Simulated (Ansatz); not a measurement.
Consider the ligand exchange at the Si–C bond: `CO[SiH2]C` + `F[SiH](F)S` → `CO[SiH2]S[SiH](F)F` + CH₄.

Isolated molecules relaxed with PBE0-D4/def2-TZVP in Ansatz; ΔE leaves out vibrations. CCSD(T)/CBS is the MP2 limit (def2-TZVPP, def2-QZVPP) plus CCSD(T) − MP2 in def2-TZVPP, frozen cores. This one scheme is used for every species. Functionals use def2-TZVPP. B3LYP here is the variant with VWN-RPA as its local correlation; programs differ in this. Each species was taken in one conformer, which may not be the lowest.

| level | ΔE (kJ/mol) | difference from CCSD(T)/CBS |
| --- | --- | --- |
| PBE0-D4 | -79.3 | -1.7 |
| B3LYP-D4 | -79.5 | -1.9 |
| B2PLYP | -72.7 | 4.9 |
| PBE | -71.3 | 6.3 |
| B3LYP | -67.4 | 10.2 |
| HF/def2-TZVPP | -68.1 | 9.5 |
| MP2/def2-TZVPP | -80.2 | -2.6 |
| SCS-MP2/def2-TZVPP | -76.1 | 1.5 |
| MP2/def2-QZVPP | -81.8 | -4.2 |
| SCS-MP2/def2-QZVPP | -77.5 | 0.1 |
| CCSD(T)/CBS | -77.6 | 0 |

Largest T1 diagnostic among the species: 0.012.

The D4 term adds −12.1 kJ/mol with B3LYP and −6.9 kJ/mol with PBE0; it sums over pairs of atoms, weighted by their polarisabilities, and B3LYP, whose exchange is more repulsive, gets the larger term. In def2-TZVPP, CCSD(T) changes the Hartree–Fock value by −6.3 kJ/mol (the triples alone add −2.8 kJ/mol) and MP2 by −12.1 kJ/mol.
